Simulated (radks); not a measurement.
The numbers below are computed, except where a source is named.
Pb4+, 78 electrons, occupied as [Kr] 4d10 4f14 5s2 5p5 5d10 6s1 (not the ground configuration). Level of theory: scalar-relativistic Kohn-Sham, LDA (Slater exchange, Perdew-Wang correlation), spin-unpolarised, spherical densities, finite nucleus; Fermi nuclear charge, rms radius 5.5012 fm (a radial shooting solver on a logarithmic mesh with Libxc functionals).

Unscreened Slater integrals over Kohn-Sham orbitals (cm^-1). Empty in this configuration: 6p.

\begin{tabular}{lr}
integral & value \\ \hline
F0(6s,6s) & 99928 \\
F0(6s,5d) & 116510 \\
G2(6s,5d) & 24961 \\
F0(6s,5p) & 121500 \\
G1(6s,5p) & 10447 \\
F0(6s,4f) & 130590 \\
G3(6s,4f) & 4327.1 \\
F0(6s,6p) & 90408 \\
G1(6s,6p) & 57689 \\
F0(5d,5d) & 160690 \\
F2(5d,5d) & 84667 \\
F4(5d,5d) & 56826 \\
F0(5d,5p) & 178160 \\
F2(5d,5p) & 90783 \\
G1(5d,5p) & 111060 \\
G3(5d,5p) & 69317 \\
F0(5d,4f) & 205850 \\
F2(5d,4f) & 51143 \\
F4(5d,4f) & 24224 \\
G1(5d,4f) & 15629 \\
G3(5d,4f) & 15486 \\
G5(5d,4f) & 12624 \\
F0(5d,6p) & 100870 \\
F2(5d,6p) & 35417 \\
G1(5d,6p) & 13633 \\
G3(5d,6p) & 12091 \\
F0(5p,5p) & 204330 \\
F2(5p,5p) & 110270 \\
F0(5p,4f) & 251900 \\
F2(5p,4f) & 78316 \\
G2(5p,4f) & 27605 \\
G4(5p,4f) & 24077 \\
F0(5p,6p) & 104200 \\
F2(5p,6p) & 28276 \\
G0(5p,6p) & 5194.9 \\
G2(5p,6p) & 7122.4 \\
F0(4f,4f) & 441820 \\
F2(4f,4f) & 222170 \\
F4(4f,4f) & 142100 \\
F6(4f,4f) & 103040 \\
F0(4f,6p) & 110660 \\
F2(4f,6p) & 13602 \\
G2(4f,6p) & 3197.6 \\
G4(4f,6p) & 3034.2 \\
F0(6p,6p) & 83790 \\
F2(6p,6p) & 46361 \\
\end{tabular}

Derived for the open shells (J is the average intra-shell exchange parameter used in DFT+U). 5p: J = F2/5 = 22050 cm^-1.
